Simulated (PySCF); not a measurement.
AlBr2 (SMILES [Br][Al+][Br]), charge +1, singlet, at a GFN2-xTB geometry (such geometries of metal compounds can be far from the true shape), with bond 3-1 at 2.0 times its length; PySCF with DF-HF/def2-TZVP.

PySCF was given this input:
```python
from pyscf import gto, scf

mol = gto.M(
    atom='''
Al    0.00000000    0.00000000    0.00000000
Br   -0.00000000   -0.00000000   -2.20949008
Br    0.00000000    0.00000000    4.41898016
''',
    basis='def2-tzvp',
    charge=1,
    verbose=4,
)

mf = scf.RHF(mol)
mf.init_guess = '1e'
mf = mf.density_fit(auxbasis='def2-universal-jkfit')
mf.kernel()
mf.analyze()
```

Predict the main parts of the log of this PySCF run.


```
PySCF version 2.14.0

[INPUT] verbose = 4
[INPUT] num. atoms = 3
[INPUT] num. electrons = 82
[INPUT] charge = 1
[INPUT] spin (= nelec alpha-beta = 2S) = 0
[INPUT] symmetry False subgroup None
[INPUT] Mole.unit = angstrom
[INPUT] Symbol           X                Y                Z      unit          X                Y                Z       unit  Magmom
[INPUT]  1 Al     0.000000000000   0.000000000000   0.000000000000 AA    0.000000000000   0.000000000000   0.000000000000 Bohr   0.0
[INPUT]  2 Br     0.000000000000   0.000000000000  -2.209490080000 AA    0.000000000000   0.000000000000  -4.175331126143 Bohr   0.0
[INPUT]  3 Br     0.000000000000   0.000000000000   4.418980160000 AA    0.000000000000   0.000000000000   8.350662252287 Bohr   0.0

nuclear repulsion = 261.256724407606
number of shells = 45
number of NR pGTOs = 269
number of NR cGTOs = 133
basis = def2-tzvp
ecp = {}

******** <class 'pyscf.df.df_jk.DFRHF'> ********
method = DFRHF
initial guess = 1e
damping factor = 0
level_shift factor = 0
DIIS = <class 'pyscf.scf.diis.CDIIS'>
diis_start_cycle = 1
diis_space = 8
diis_damp = 0
SCF conv_tol = 1e-09
SCF conv_tol_grad = None
SCF max_cycles = 50
direct_scf = False
Set gradient conv threshold to 3.16228e-05
Initial guess from hcore.
  HOMO = -31.9618684930833  LUMO = -31.7859785060661  gap/eV = 4.78621
******** <class 'pyscf.df.df.DF'> ********
auxbasis = def2-universal-jkfit
init E= -5262.6834660245
  HOMO = -0.20050413215772  LUMO = -0.0661322203744703  gap/eV = 3.65645
cycle= 1 E= -5005.11353747932  delta_E=  258  |g|= 19.9  |ddm|= 63.9
  HOMO = -7.69051950715559  LUMO = -7.6556340704486  gap/eV = 0.94928
cycle= 2 E= -4628.72016119421  delta_E=  376  |g|= 17.3  |ddm|= 77.1

WARN: HOMO -2.34429949432871 == LUMO -2.34429949432868

cycle= 3 E= -5080.26124739672  delta_E= -452  |g|= 20.7  |ddm|= 78.1
  HOMO = -1.20376696219146  LUMO = -1.0548904090646  gap/eV = 4.05114
cycle= 4 E= -5361.07924382011  delta_E= -281  |g|= 14.4  |ddm|= 27.3
  HOMO = -0.706847004262049  LUMO = -0.701948405589646  gap/eV = 0.13330
cycle= 5 E= -5377.41777894862  delta_E= -16.3  |g|= 9.54  |ddm|= 9.83
  HOMO = -0.51040845041936  LUMO = -0.474050112361565  gap/eV = 0.98936
cycle= 6 E= -5376.92473268703  delta_E= 0.493  |g|= 6.09  |ddm|= 5.55
  HOMO = -0.962184302076219  LUMO = -0.96109163420532  gap/eV = 0.02973
cycle= 7 E= -5349.01953186101  delta_E= 27.9  |g|= 7.87  |ddm|= 7.56
  HOMO = -0.545638987908081  LUMO = -0.29159071487617  gap/eV = 6.91301
cycle= 8 E= -5384.54261781814  delta_E= -35.5  |g|= 3.11  |ddm|= 4.54
  HOMO = -0.466335777024646  LUMO = -0.398042349697773  gap/eV = 1.85836
cycle= 9 E= -5386.05152821724  delta_E= -1.51  |g|= 0.743  |ddm|= 2.71
  HOMO = -0.35402287900901  LUMO = -0.345619555131869  gap/eV = 0.22867
cycle= 10 E= -5386.13852420713  delta_E= -0.087  |g|= 0.641  |ddm|= 2.48
  HOMO = -0.450423650744908  LUMO = -0.381237937359582  gap/eV = 1.88264
cycle= 11 E= -5386.25717006434  delta_E= -0.119  |g|= 0.354  |ddm|= 0.589
  HOMO = -0.44370087141853  LUMO = -0.41880514362995  gap/eV = 0.67745
cycle= 12 E= -5386.30801101783  delta_E= -0.0508  |g|= 0.115  |ddm|= 0.617
  HOMO = -0.441245661961024  LUMO = -0.440166335274369  gap/eV = 0.02937
cycle= 13 E= -5386.06667176009  delta_E= 0.241  |g|= 0.641  |ddm|= 2.13
  HOMO = -0.440791340484651  LUMO = -0.438629240238592  gap/eV = 0.05883
cycle= 14 E= -5386.07807399018  delta_E= -0.0114  |g|= 0.618  |ddm|= 0.0483
  HOMO = -0.441405149217903  LUMO = -0.439736422413713  gap/eV = 0.04541
cycle= 15 E= -5386.06896571591  delta_E= 0.00911  |g|= 0.636  |ddm|= 0.0395
  HOMO = -0.440897178630501  LUMO = -0.439337890577535  gap/eV = 0.04243
cycle= 16 E= -5386.07199457517  delta_E= -0.00303  |g|= 0.631  |ddm|= 0.0145
  HOMO = -0.441441768514427  LUMO = -0.438886359219573  gap/eV = 0.06954
cycle= 17 E= -5386.06990228171  delta_E= 0.00209  |g|= 0.635  |ddm|= 0.0107
  HOMO = -0.441156999127346  LUMO = -0.439827409739949  gap/eV = 0.03618
cycle= 18 E= -5386.07843502999  delta_E= -0.00853  |g|= 0.625  |ddm|= 0.152
  HOMO = -0.441389723940558  LUMO = -0.439728814654053  gap/eV = 0.04520
cycle= 19 E= -5386.10642762934  delta_E= -0.028  |g|= 0.617  |ddm|= 0.289
  HOMO = -0.441096598686273  LUMO = -0.431945782459424  gap/eV = 0.24901
cycle= 20 E= -5386.32588606477  delta_E= -0.219  |g|= 0.0929  |ddm|=  1.9
  HOMO = -0.471049939925322  LUMO = -0.399700077980798  gap/eV = 1.94153
cycle= 21 E= -5386.34693950194  delta_E= -0.0211  |g|= 0.213  |ddm|= 0.994
  HOMO = -0.478608856949084  LUMO = -0.389809514450619  gap/eV = 2.41635
cycle= 22 E= -5386.34923032872  delta_E= -0.00229  |g|= 0.199  |ddm|= 0.0277
  HOMO = -0.481322791807077  LUMO = -0.384107719427043  gap/eV = 2.64536
cycle= 23 E= -5386.35559189982  delta_E= -0.00636  |g|= 0.159  |ddm|= 0.0744
  HOMO = -0.481460494503114  LUMO = -0.382826265240491  gap/eV = 2.68397
cycle= 24 E= -5386.35743390651  delta_E= -0.00184  |g|= 0.146  |ddm|= 0.0307
  HOMO = -0.482570361517794  LUMO = -0.381134513051906  gap/eV = 2.76021
cycle= 25 E= -5386.3586136267  delta_E= -0.00118  |g|= 0.139  |ddm|= 0.0266
  HOMO = -0.481458404047236  LUMO = -0.381643374400781  gap/eV = 2.71611
cycle= 26 E= -5386.35822242129  delta_E= 0.000391  |g|= 0.137  |ddm|= 0.0376
  HOMO = -0.486820548299752  LUMO = -0.372716987092494  gap/eV = 3.10492
cycle= 27 E= -5386.36328731768  delta_E= -0.00506  |g|= 0.0914  |ddm|= 0.103
  HOMO = -0.487163788357011  LUMO = -0.367453229963324  gap/eV = 3.25749
cycle= 28 E= -5386.36649807536  delta_E= -0.00321  |g|= 0.0398  |ddm|= 0.103
  HOMO = -0.491547901860837  LUMO = -0.359600468482848  gap/eV = 3.59047
cycle= 29 E= -5386.36851097804  delta_E= -0.00201  |g|= 0.0171  |ddm|= 0.113
  HOMO = -0.492556900163152  LUMO = -0.35883681223593  gap/eV = 3.63871
cycle= 30 E= -5386.36992719942  delta_E= -0.00142  |g|= 0.0169  |ddm|= 0.0909
  HOMO = -0.494144811940176  LUMO = -0.355514168292961  gap/eV = 3.77233
cycle= 31 E= -5386.3727197609  delta_E= -0.00279  |g|= 0.0175  |ddm|= 0.183
  HOMO = -0.494902846277764  LUMO = -0.357886800484005  gap/eV = 3.72840
cycle= 32 E= -5386.37306636605  delta_E= -0.000347  |g|= 0.0173  |ddm|= 0.0341
  HOMO = -0.496238638631526  LUMO = -0.335125916091469  gap/eV = 4.38410
cycle= 33 E= -5386.37772055124  delta_E= -0.00465  |g|= 0.0509  |ddm|= 0.479
  HOMO = -0.500978483604463  LUMO = -0.363079427579439  gap/eV = 3.75242
cycle= 34 E= -5386.37706979146  delta_E= 0.000651  |g|= 0.0321  |ddm|= 0.243
  HOMO = -0.501528370661111  LUMO = -0.345211236689952  gap/eV = 4.25361
cycle= 35 E= -5386.38341861282  delta_E= -0.00635  |g|= 0.0251  |ddm|= 0.495
  HOMO = -0.50144863395635  LUMO = -0.307128791366454  gap/eV = 5.28771
cycle= 36 E= -5386.38044887187  delta_E= 0.00297  |g|= 0.085  |ddm|= 0.365
  HOMO = -0.501623110429691  LUMO = -0.311050859543299  gap/eV = 5.18574
cycle= 37 E= -5386.38106873193  delta_E= -0.00062  |g|= 0.0793  |ddm|= 0.0371
  HOMO = -0.503497992586077  LUMO = -0.321686604442103  gap/eV = 4.94734
cycle= 38 E= -5386.38353119045  delta_E= -0.00246  |g|= 0.063  |ddm|= 0.0671
  HOMO = -0.502571491658843  LUMO = -0.292827327665979  gap/eV = 5.70743
cycle= 39 E= -5386.37892332853  delta_E= 0.00461  |g|= 0.102  |ddm|= 0.21
  HOMO = -0.502347568963911  LUMO = -0.29071664640462  gap/eV = 5.75877
cycle= 40 E= -5386.37849007373  delta_E= 0.000433  |g|= 0.103  |ddm|= 0.0122
  HOMO = -0.507645609062369  LUMO = -0.341275844381215  gap/eV = 4.52715
cycle= 41 E= -5386.38709851735  delta_E= -0.00861  |g|= 0.0205  |ddm|= 0.257
  HOMO = -0.506491499594709  LUMO = -0.317474231386305  gap/eV = 5.14342
cycle= 42 E= -5386.38606492014  delta_E= 0.00103  |g|= 0.0608  |ddm|= 0.432
  HOMO = -0.509134768584337  LUMO = -0.341106021087153  gap/eV = 4.57230
cycle= 43 E= -5386.38887335268  delta_E= -0.00281  |g|= 0.0154  |ddm|= 0.173
  HOMO = -0.509255852862973  LUMO = -0.336422040344228  gap/eV = 4.70305
cycle= 44 E= -5386.38914242124  delta_E= -0.000269  |g|= 0.0265  |ddm|= 0.233
  HOMO = -0.509993256723694  LUMO = -0.338963205725465  gap/eV = 4.65396
cycle= 45 E= -5386.38953168458  delta_E= -0.000389  |g|= 0.0197  |ddm|= 0.0873
  HOMO = -0.510688083654061  LUMO = -0.341904143778732  gap/eV = 4.59284
cycle= 46 E= -5386.38975250258  delta_E= -0.000221  |g|= 0.0122  |ddm|= 0.0283
  HOMO = -0.511599362380242  LUMO = -0.34636895190666  gap/eV = 4.49615
cycle= 47 E= -5386.38989551734  delta_E= -0.000143  |g|= 0.0005  |ddm|= 0.053
  HOMO = -0.511476123064242  LUMO = -0.346152244510385  gap/eV = 4.49869
cycle= 48 E= -5386.38989549629  delta_E= 2.1e-08  |g|= 0.00115  |ddm|= 0.00889
  HOMO = -0.511548083881507  LUMO = -0.346455009596616  gap/eV = 4.49241
cycle= 49 E= -5386.38989666641  delta_E= -1.17e-06  |g|= 0.000313  |ddm|= 0.00542
  HOMO = -0.511581233904044  LUMO = -0.346590445318112  gap/eV = 4.48963
cycle= 50 E= -5386.3898967433  delta_E= -7.69e-08  |g|= 7.44e-05  |ddm|= 0.00123
SCF not converged.
SCF energy = -5386.3898967433
**** SCF Summaries ****
Total Energy =                       -5386.389896743302415
Nuclear Repulsion Energy =             261.256724407606271
One-electron Energy =                -8006.533227088241802
Two-electron Energy =                 2358.886605937333115
Two-electron Coulomb Energy =         2555.987746326117758
DFT Exchange-Correlation Energy =     -197.101140388784643
HOMO-LUMO gap [eV] =                     4.489628037956008
**** MO energy ****
MO #1   energy= -490.260124273479  occ= 2
MO #2   energy= -490.21846686884   occ= 2
MO #3   energy= -65.4001318549551  occ= 2
MO #4   energy= -65.3607094351643  occ= 2
MO #5   energy= -58.8061259846635  occ= 2
MO #6   energy= -58.7565727636725  occ= 2
MO #7   energy= -58.7529920755645  occ= 2
MO #8   energy= -58.7529914546738  occ= 2
MO #9   energy= -58.7153929443318  occ= 2
MO #10  energy= -58.7146744389395  occ= 2
MO #11  energy= -58.7146744373197  occ= 2
MO #12  energy= -10.0709339066476  occ= 2
MO #13  energy= -10.033749625319   occ= 2
MO #14  energy= -7.68710803380268  occ= 2
MO #15  energy= -7.67201050451973  occ= 2
MO #16  energy= -7.67200807138637  occ= 2
MO #17  energy= -7.64372718138752  occ= 2
MO #18  energy= -7.63970303297555  occ= 2
MO #19  energy= -7.63970302796138  occ= 2
MO #20  energy= -5.21021815172303  occ= 2
MO #21  energy= -3.52216594867228  occ= 2
MO #22  energy= -3.52216594847136  occ= 2
MO #23  energy= -3.52114067144861  occ= 2
MO #24  energy= -3.43111075524849  occ= 2
MO #25  energy= -3.42478789990468  occ= 2
MO #26  energy= -3.42478472807646  occ= 2
MO #27  energy= -3.40594777524462  occ= 2
MO #28  energy= -3.40594776760698  occ= 2
MO #29  energy= -3.38552227795251  occ= 2
MO #30  energy= -3.38352152358663  occ= 2
MO #31  energy= -3.3835215164542   occ= 2
MO #32  energy= -3.37877666085728  occ= 2
MO #33  energy= -3.37877666085723  occ= 2
MO #34  energy= -1.20130439259077  occ= 2
MO #35  energy= -1.16949062217401  occ= 2
MO #36  energy= -0.72237445304941  occ= 2
MO #37  energy= -0.623465935110164 occ= 2
MO #38  energy= -0.623465864787071 occ= 2
MO #39  energy= -0.6192648371912   occ= 2
MO #40  energy= -0.619228890952232 occ= 2
MO #41  energy= -0.511581233904044 occ= 2
MO #42  energy= -0.346590445318112 occ= 0
MO #43  energy= -0.157056383162116 occ= 0
MO #44  energy= -0.157056297660042 occ= 0
MO #45  energy= -0.0592296681867381 occ= 0
MO #46  energy= 0.0330031704369951 occ= 0
MO #47  energy= 0.0599525799987514 occ= 0
MO #48  energy= 0.0599525799995914 occ= 0
MO #49  energy= 0.0798364133507122 occ= 0
 ** Mulliken pop on meta-lowdin orthogonal AOs  **
 ** Mulliken pop  **
 ** Mulliken atomic charges  **
charge of    0Al =      0.83020
charge of    1Br =     -0.09360
charge of    2Br =      0.26341

WARN: System has nonzero charge 1; the dipole moment is origin-dependent.
Location of origin: [0. 0. 0.]

Dipole moment(X, Y, Z, Debye): -0.00001,  0.00007,  4.54080
```

The run did not converge; its last values are not results.
